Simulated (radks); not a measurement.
The numbers below are computed, except where a source is named.
Spin polarisation of the 5d4 shell in W2+. Start: [Xe] 4f14 5d(up 2, down 2); electrons of 5d are moved from spin down to spin up, other shells keep equal spins. Level of theory: non-relativistic Kohn-Sham, PBE, spin-polarised, spherical densities, point nucleus (a radial shooting solver on a logarithmic mesh with Libxc functionals).

moment (Bohr magnetons)	E - E(0) (eV)	e(5d up) (eV)	e(5d down) (eV)	5p down minus up (eV)	4f down minus up (eV)
0	0.000	-20.519	-20.519	0.000	0.000
1	-0.174	-20.847	-20.150	0.604	0.092
2	-0.697	-21.134	-19.737	1.212	0.185
3	-1.572	-21.380	-19.277	1.827	0.278
4	-2.806	-21.587	-18.723	2.451	0.371

At moment 4 the spin-polarisation energy is -2.806 eV and the 5d exchange splitting 2.864 eV, that is 0.716 eV per Bohr magneton; E = -I m^2/4 would give I = 0.702 eV.
